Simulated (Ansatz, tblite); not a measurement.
Spin states of Pt2H3⁻ (the lowest singlet isomer of a short search), each relaxed with r2SCAN-D4/def2-TZVPD in Ansatz. Electronic energies in the gas phase.

In the def2 sets Pt takes a core potential; there is no spin–orbit coupling. The xTB rows come from tblite. Correlated methods freeze no core orbitals; core or outer-core shells of Pt are correlated, in sets that lack core-valence functions. The structure comes from a short search, and lower isomers may exist.

Singlet geometry (Cs within 0.1 Å):

```csv
atom,x (Å),y (Å),z (Å)
Pt1,-0.690,-1.698,-0.377
Pt2,0.227,0.612,-0.065
H3,-0.186,2.099,-0.184
H4,-0.870,-2.434,0.948
H5,1.520,1.421,-0.322
```

Triplet geometry:

```xyz
5

Pt    0.859    1.397    1.377
Pt    0.088   -0.399   -0.149
H    -1.157   -0.515   -1.068
H     0.476    1.432   -0.312
H    -0.266   -1.915    0.151
```

Quintet geometry:

```xyz
5

Pt   -0.824    1.505   -0.731
Pt    0.523   -0.366    0.091
H     0.855   -1.661   -0.770
H     0.287    1.478    0.593
H    -0.841   -0.956    0.818
```

⟨S²⟩: triplet 2.02 at PBE0-D4/def2-TZVPD (pure 2.00), quintet 6.02 at PBE0-D4/def2-TZVPD (pure 6.00).

Only these spin states were relaxed. The triplet has other bonds than the singlet, so the gap mixes isomer and spin. The quintet has other bonds than the singlet, so the gap mixes isomer and spin.

Problem. Estimate which spin state lies lowest at each of these levels, and by how much: GFN1-xTB; GFN2-xTB; PBE-D4/def2-TZVPD; r2SCAN-D4/def2-TZVPD; B97M-V/def2-TZVPD; r2SCANh-D4/def2-TZVPD; PBE0-D4/def2-TZVPD; r2SCAN0-D4/def2-TZVPD; BHLYP-D4/def2-TZVPD; PBE-QIDH/def2-TZVPD; RPA@PBE/def2-TZVPD.

Solution. 
```csv
level,triplet − singlet (kJ/mol),quintet − singlet (kJ/mol),lowest of these,remarks
GFN1-xTB,140.8,362.7,singlet,–
GFN2-xTB,79.3,251.6,singlet,–
PBE-D4/def2-TZVPD,116.8,295.0,singlet,"HOMO above zero (quintet), HOMO above zero (triplet)"
r2SCAN-D4/def2-TZVPD,104.2,265.8,singlet,"HOMO above zero (quintet), HOMO above zero (triplet)"
B97M-V/def2-TZVPD,103.2,276.6,singlet,"HOMO above zero (quintet), HOMO above zero (triplet)"
r2SCANh-D4/def2-TZVPD,102.0,262.9,singlet,HOMO above zero (quintet)
PBE0-D4/def2-TZVPD,108.3,281.6,singlet,–
r2SCAN0-D4/def2-TZVPD,98.1,256.6,singlet,–
BHLYP-D4/def2-TZVPD,102.0,269.1,singlet,–
PBE-QIDH/def2-TZVPD,125.5,301.3,singlet,test for broken spin undecided (singlet)
RPA@PBE/def2-TZVPD,105.3,266.3,singlet,–
```

Change of the quintet − singlet gap on mixing in exact exchange, in kJ/mol: PBE to PBE0 (25 % exact exchange) -13.5; r2SCAN to r2SCANh (10 % exact exchange) -3.0; r2SCAN to r2SCAN0 (25 % exact exchange) -9.2. The xTB methods have no spin-polarisation term.
